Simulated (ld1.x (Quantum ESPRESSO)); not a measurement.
# Ge: one change to a PAW potential, before and after

* Element: germanium
* Generator: ld1.x (Quantum ESPRESSO) 7.5
* Type: PAW
* Functional: PBE
* Relativity: scalar-relativistic
* Frozen core: [Ar] 3d10
* Valence charge: 4
* Reference configuration: 4s2 4p1.5 (charge +0.5)
* Partial waves: 4s (bound): rcut 1.35, rcutus 1.65 bohr; 4s channel at -0.45 Ry: rcut 1.35, rcutus 1.65 bohr; 4p (bound): rcut 2.00, rcutus 2.45 bohr; 4p channel at 1 Ry: rcut 2.00, rcutus 2.45 bohr
* Local potential: all-electron potential smoothed inside 1.35 bohr (lloc = -2)
* Core correction: Bessel-smoothed model core inside 1.10 bohr
* Augmentation charge: PSQ, inside the norm-conserving radii

All-electron outer shells of the reference configuration (PBE, scalar-relativistic, ld1.x):

| shell | level (eV) | outermost node (bohr) | outermost maximum (bohr) |
| --- | --- | --- | --- |
| 4s | -15.60 | 0.77 | 1.73 |
| 4p | -7.38 | 0.82 | 2.14 |

Change: all radii but the core radius scaled by about 0.91 (s 1.50, p 2.24 bohr, rcut 1.24/1.82); local potential all-electron potential smoothed inside 1.24 bohr (lloc = -2).

Cutoffs: the cutoffs (Ry, on a coarse ladder) from which the occupation-weighted sum of valence levels, in a spherical-Bessel basis at the reference potential, stays within 10 and 1 mRy of its value at 400 Ry; they do not see the model core or the augmentation charge, which bear on the density cutoff. Errors are all-electron minus pseudo energies relative to the spin-unpolarised reference configuration.

Q: How do hardness, ghosts and transferability respond?

A: The potential gets harder (12 Ry and 18 Ry → 15 Ry and 21 Ry); the s channel binds one level more than in the base; the number of tests with a reliable result goes from 7 to 2 (the test run of the changed file stopped, so its transferability is not established); neither file shows a bound ghost. A smaller radius makes the pseudo-wave follow the all-electron one further in, where it bends more sharply, so more plane waves are needed.

```tsv
quantity	base	changed
cutoff, loose	12 Ry	15 Ry
cutoff, tight	18 Ry	21 Ry
loose cutoff by channel (10 mRy a level)	s 10 Ry, p 6 Ry	s 12 Ry, p 6 Ry
bound ghosts	none	none
tests with a reliable result	7 of 7	2 of 7 (the test run stopped)
error for 4s2 4p2, meV [ΔE -2.80 eV]	-0.4	-0.4
error for 4s2 4p1, meV [ΔE 4.64 eV]	-2.9	-2.9
lowest overlap eigenvalue by channel	s 0.45, p 0.62	s 0.55, p 0.61
```
